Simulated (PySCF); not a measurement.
**Basis and Hamiltonian dependence of the electron affinity of Ag**

Ag- [Kr] 4d10 5s2 (1S) → Ag [Kr] 4d10 5s1 (2S). All values are computed (PySCF 2.14, energy differences of UHF-based or UKS calculations, no spin-orbit coupling). Values in eV.

```json
{"basis": "aug-cc-pVDZ-PP with ECP28MDF", "Hamiltonian": "ECP", "functions": "54", "UHF": "0.089", "PBE": "1.396", "PBE0": "1.146", "MP2 (valence)": "0.999", "CCSD(T) (valence)": "1.166", "CCSD(T) (valence and next inner shell)": "n/a"}
{"basis": "def2-TZVPPD with the def2 core potential (28 electrons)", "Hamiltonian": "ECP", "functions": "56", "UHF": "-0.141", "PBE": "1.198", "PBE0": "0.978", "MP2 (valence)": "0.851", "CCSD(T) (valence)": "0.985", "CCSD(T) (valence and next inner shell)": "1.029"}
{"basis": "ANO-RCC-VTZP", "Hamiltonian": "spin-free X2C", "functions": "68", "UHF": "0.047", "PBE": "1.247", "PBE0": "1.049", "MP2 (valence)": "0.934", "CCSD(T) (valence)": "1.115", "CCSD(T) (valence and next inner shell)": "1.151"}
{"basis": "aug-cc-pwCVDZ-PP with ECP28MDF", "Hamiltonian": "ECP", "functions": "70", "UHF": "0.101", "PBE": "1.396", "PBE0": "1.150", "MP2 (valence)": "1.024", "CCSD(T) (valence)": "1.176", "CCSD(T) (valence and next inner shell)": "1.236"}
{"basis": "aug-cc-pVTZ-PP with ECP28MDF", "Hamiltonian": "ECP", "functions": "88", "UHF": "0.099", "PBE": "1.395", "PBE0": "1.147", "MP2 (valence)": "1.052", "CCSD(T) (valence)": "1.222", "CCSD(T) (valence and next inner shell)": "n/a"}
{"basis": "def2-QZVPPD with the def2 core potential (28 electrons)", "Hamiltonian": "ECP", "functions": "88", "UHF": "-0.015", "PBE": "1.318", "PBE0": "1.083", "MP2 (valence)": "1.051", "CCSD(T) (valence)": "1.174", "CCSD(T) (valence and next inner shell)": "n/a"}
{"basis": "x2c-TZVPPall with one added diffuse shell each of s, p, d, f type", "Hamiltonian": "spin-free X2C", "functions": "95", "UHF": "0.091", "PBE": "1.347", "PBE0": "1.115", "MP2 (valence)": "1.057", "CCSD(T) (valence)": "1.210", "CCSD(T) (valence and next inner shell)": "1.254"}
{"basis": "aug-cc-pVTZ-PP with one added diffuse shell each of s, p, d, f, g type with ECP28MDF", "Hamiltonian": "ECP", "functions": "113", "UHF": "0.102", "PBE": "1.397", "PBE0": "1.148", "MP2 (valence)": "1.076", "CCSD(T) (valence)": "n/a", "CCSD(T) (valence and next inner shell)": "n/a"}
{"basis": "aug-cc-pwCVTZ-PP with ECP28MDF", "Hamiltonian": "ECP", "functions": "122", "UHF": "0.103", "PBE": "1.397", "PBE0": "1.150", "MP2 (valence)": "1.061", "CCSD(T) (valence)": "n/a", "CCSD(T) (valence and next inner shell)": "n/a"}
{"basis": "x2c-QZVPPall with one added diffuse shell each of s, p, d, f, g type", "Hamiltonian": "spin-free X2C", "functions": "143", "UHF": "0.101", "PBE": "1.352", "PBE0": "1.118", "MP2 (valence)": "1.082", "CCSD(T) (valence)": "n/a", "CCSD(T) (valence and next inner shell)": "n/a"}
```

Frozen in the all-electron rows: valence: [Kr]; valence and next inner shell: [Ar] 3d10; with a core potential, the same shells as far as they lie outside it.

In most of these bases the highest occupied level of the anion is positive at PBE, PBE0, so the basis helps to hold the electron.

Reference for a calculation without spin-orbit coupling: 1.304 eV (measured; photodetachment measurements, as compiled on the Wikipedia data page of electron affinities).
